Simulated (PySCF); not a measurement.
C3H9PSi.
Atom-mapped SMILES: `[PH2:1][SiH2:2][CH:3]1[CH2:4][CH2:5]1` (hydrogens: H6, H7 on P1; H8, H9 on Si2; H10 on C3; H11, H12 on C4; H13, H14 on C5)

A GFN2-xTB structure was refined with PBE0-D3(BJ)/def2-SVP geometry optimisation, gas phase (PySCF). Its GFN2-xTB values:

```
  coordinate  GFN2-xTB
      P1–Si2   2.270 Å
       P1–H6   1.400 Å
       P1–H7   1.377 Å
      Si2–C3   1.897 Å
      Si2–H8   1.468 Å
       C3–C4   1.480 Å
      C3–H10   1.075 Å
       C4–C5   1.479 Å
      C4–H11   1.047 Å
      C4–H12   1.103 Å
   P1–Si2–C3    108.1°
   Si2–C3–C4    118.7°
   Si2–C3–C5    119.3°
    C3–C4–C5     60.7°
    C4–C3–C5     59.6°
P1–Si2–C3–C4      152°
Si2–C3–C5–C4      108°
```

Problem. How do these coordinates change at the PBE0-D3(BJ)/def2-SVP level?

Solution. 
| coordinate | PBE0-D3(BJ)/def2-SVP (Å or °) | change |
| --- | --- | --- |
| P1–H7 | 1.429 | +0.052 |
| C4–H11 | 1.094 | +0.047 |
| Si2–C3 | 1.865 | -0.032 |
| P1–H6 | 1.429 | +0.029 |
| C3–C4 | 1.509 | +0.029 |
| Si2–H8 | 1.496 | +0.028 |
| C3–H10 | 1.096 | +0.021 |
| C4–C5 | 1.492 | +0.013 |
| C4–H12 | 1.094 | -0.009 |
| P1–Si2 | 2.268 | -0.002 |
| Si2–C3–C4 | 120.9 | +2.2 |
| Si2–C3–C5 | 119.9 | +0.6 |
| P1–Si2–C3 | 108.6 | +0.5 |
| C4–C3–C5 | 59.2 | -0.4 |
| C3–C4–C5 | 60.4 | -0.3 |
| Si2–C3–C5–C4 | 110 | +2 |
| P1–Si2–C3–C4 | 153 | +1 |

The energy falls by 3.8 kcal/mol over 4 energy and gradient evaluations, the largest force component goes from 0.0465 to 2.7e-04 Eh/bohr, and the atoms move by 0.029 Å rms after alignment. The bond that changes most is P1–H7 (three-coordinate phosphorus to P–H hydrogen), which lengthens by 0.052 Å. Bonds longer at the end by more than 0.005 Å: 10 of 14; shorter: 3. Rotational constants go from 7071, 1505, 1342 to 7110, 1492, 1335 MHz.

The run used 123 basis functions and 25 SCF cycles in all. Hardware: one thread of an Arm Neoverse V2, no GPU, shared host. Cost: 21 s of wall time, 0.49 GiB resident at most.

Whether it is a minimum is left open (no frequencies). One conformer, not necessarily the lowest.

The values belong to the conformer `[PH2:1][SiH2:2][CH:3]1[CH2:4][CH2:5]1`: P1–Si2–C3–C4 153°, H–P1–Si2–C3 -73°, H–P1–Si2–C3 -167°.
